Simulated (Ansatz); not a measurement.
C2H8O2SSi2, SMILES `C=C[SiH](O)S[SiH2]O` at its PBE0-D4/def2-TZVP geometry, where that method's forces vanish. Charge 0, multiplicity 1.

```xyz
15

C     0.5480    2.7717    1.1994
C     1.1187    2.0671    0.2278
Si    0.4361    0.5006   -0.4720
O     1.6515   -0.5975   -0.5406
S    -1.1764   -0.1663    0.7942
Si   -1.5955   -1.9264   -0.3149
O    -0.2708   -2.9186   -0.4111
H    -0.3764    2.4535    1.6732
H     0.9794    3.6978    1.5683
H     2.0476    2.4371   -0.2050
H    -0.1400    0.6948   -1.8293
H     1.3792   -1.4956   -0.7600
H    -1.9103   -1.6251   -1.7278
H    -2.7225   -2.5923    0.3816
H     0.0312   -3.3009    0.4164
```

(1) What forces (eV/Å) does B3LYP-D4/def2-TZVPP give on these atoms in the Gaussian-basis code of Ansatz? (An estimate is asked.)

Answers

(1) Computed: 
```
C1  -0.053  0.102  0.119
C2   0.095  0.009 -0.074
Si3 -0.012  0.206 -0.172
O4   0.050 -0.107 -0.025
S5  -0.071  0.055  0.127
Si6 -0.322 -0.087 -0.110
O7   0.082 -0.068  0.014
H8   0.079  0.044 -0.028
H9  -0.041 -0.062 -0.015
H10 -0.056 -0.017  0.030
H11  0.049 -0.007  0.089
H12  0.065 -0.036  0.007
H13  0.015 -0.029  0.097
H14  0.067  0.034 -0.057
H15  0.053 -0.038 -0.002
```

B3LYP here is the variant with VWN-RPA as its local correlation; programs differ in this.
